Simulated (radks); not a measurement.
Q: These are the eigenvalues of the occupied orbitals of an atom or ion with whole-number occupations (hartree). Calculated with a radial shooting solver on a logarithmic mesh with Libxc functionals: scalar-relativistic Kohn-Sham, SCAN, spin-unpolarised, spherical densities, finite nucleus; meta-GGA in the generalised Kohn-Sham scheme; Fermi nuclear charge, rms radius of each element as measured or else 0.836 A^(1/3) + 0.57 fm.

| orbital | eigenvalue |
|---|---|
| 1s | -2479.241 |
| 2s | -427.7752 |
| 2p | -374.8912 |
| 3s | -99.21465 |
| 3p | -83.38340 |
| 3d | -64.88320 |
| 4s | -21.25043 |
| 4p | -16.03337 |
| 4d | -9.33287 |
| 5s | -3.75648 |
| 5p | -2.49212 |
| 4f | -1.95843 |
| 5d | -1.06443 |

Which element is it, and in what charge state? The configuration may be excited.

A: Z = 73, tantalum, charge +3: Ta3+ in [Xe] 4f14 5d2. The list shows which subshells hold electrons but not how many an open one holds; the 1s level, -2479.2 hartree, gives Z - s = 70.4 by -(Z - s)^2/2, which with screening and relativity narrows Z to a few neighbours, and the depths of the outer levels then fix element, charge and occupations together.
